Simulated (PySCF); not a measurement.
Working out the ionisation energy of S²⁺

S²⁺ [Ne] 3s2 3p2 (3P) → S³⁺ [Ne] 3s2 3p1 (2P). Calculation: PySCF 2.14, in x2c-TZVPall (5s5p2d1f, 37 functions); the spin-free X2C one-electron Hamiltonian (Gaussian nucleus). Frozen: [Ne]. Energies in hartree (1 hartree = 27.21139 eV):

```tsv
part	S²⁺ (lower)	S³⁺ (upper)
UHF	-397.411084	-396.156485
CCSD correlation	-0.087657	-0.069079
(T)	-0.002077	-0.000951
```

**Question.** What does Hartree-Fock give?

**Answer.** (-396.156485) − (-397.411084) = 1.254599 hartree = 34.139 eV.

**Question.** What do CCSD and CCSD(T) give?

**Answer.** The CCSD correlation energies differ by 0.018578 hartree = 0.506 eV and the triples by 0.001126 hartree = 0.031 eV, so CCSD gives 34.645 eV and CCSD(T) 34.676 eV.

Reference: 34.86 ± 0.04 eV (semi-empirical (NIST evaluation); NIST Atomic Spectra Database, ionization energies), between the lowest levels; spin-orbit coupling is absent from the calculation.

What remains against the reference includes basis incompleteness, the frozen core and higher excitations.
